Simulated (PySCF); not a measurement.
Where the electron goes

Compound: C2H10O2Si2.
Structure used (GFN2-xTB), in Å, numbered top down from 1:
```
atom  x, y, z in Å
C1    -3.042   -0.078    0.023
O2    -1.702   -0.435    0.186
Si3   -0.388    0.320   -0.419
O4    -0.382    1.920   -0.071
Si5    1.240   -0.942    0.584
C6     2.943   -0.158    0.263
H7    -3.397   -0.376   -0.966
H8    -3.628   -0.593    0.786
H9    -3.178    1.002    0.130
H10   -0.469    0.475   -1.873
H11   -0.318    2.253    0.820
H12    1.292   -2.321    0.071
H13    1.127   -1.075    2.052
H14    3.739   -0.744    0.710
H15    3.149   -0.085   -0.801
H16    3.006    0.846    0.673
```

The calculation used TDDFT wB97X-D/def2-SVPD, vertical, gas phase, core orbitals frozen in the response in PySCF.

Kohn–Sham orbitals with the atoms that hold most of them (Löwdin shares over 4%, at most four atoms; ? is withheld):

| orbital | ε (eV) | atoms |
| --- | --- | --- |
| HOMO-3 | -10.94 | C6 33%, Si5 24%, H13 10%, O2 7% |
| HOMO-2 | -10.78 | O2 36%, O4 16%, C1 10%, Si5 8% |
| HOMO-1 | -10.37 | ? |
| HOMO | ? | ? |
| LUMO | 1.48 | Si3 24%, Si5 20%, O4 18%, H11 9% |
| LUMO+1 | 1.71 | Si5 29%, Si3 18%, C6 12%, H13 10% |
| LUMO+2 | 2.39 | Si3 22%, Si5 22%, O2 12%, C1 10% |

(1) Give the leading atoms of the HOMO-1.

(2) Which atoms hold the HOMO, and with what shares?

(3) What is the HOMO energy, and the HOMO–LUMO gap?

Results:

(1) O2 (bonded to C and Si) 53%; C1 (bonded to O and 3 H) 14%; O4 (bonded to Si and H) 7%; H7 (bonded to C) 7%. By element: oxygen 60%, carbon 14% or more, hydrogen 7% or more.

(2) Si5 (bonded to C, Si and 2 H) 23%; Si3 (bonded to 2 O, Si and H) 22%; O2 (bonded to C and Si) 14%; O4 (bonded to Si and H) 11%. By element: silicon 45%, oxygen 25%.

(3) ε(HOMO) = -9.59 eV; the gap is 11.07 eV (0.4066 hartree).

Task: The HOMO–LUMO gap is 11.07 eV. Where does the response calculation put the lowest singlet, and from which orbitals?

Result: S1 is at 6.62 eV (f = 0.029), 4.45 eV below the gap, made of HOMO→LUMO (82%), HOMO→LUMO+1 (10%). 

Task: One configuration dominates each of S1, S2 and S3. Which, and how do the shares of the two leading atoms of either orbital change from the occupied to the empty one?

Result: 
- S1 (6.62 eV, f 0.029), HOMO→LUMO (82%): Si5 23% → 20%, Si3 22% → 24%
- S2 (6.92 eV, f 0.043), HOMO→LUMO+1 (77%): Si5 23% → 29%, Si3 22% → 18%
- S3 (7.58 eV, f 0.016), HOMO-1→LUMO (73%): O2 53% → at most 10%, C1 14% → at most 10%, Si3 at most 7% → 24%, Si5 at most 7% → 20%

One conformer stands for the species.
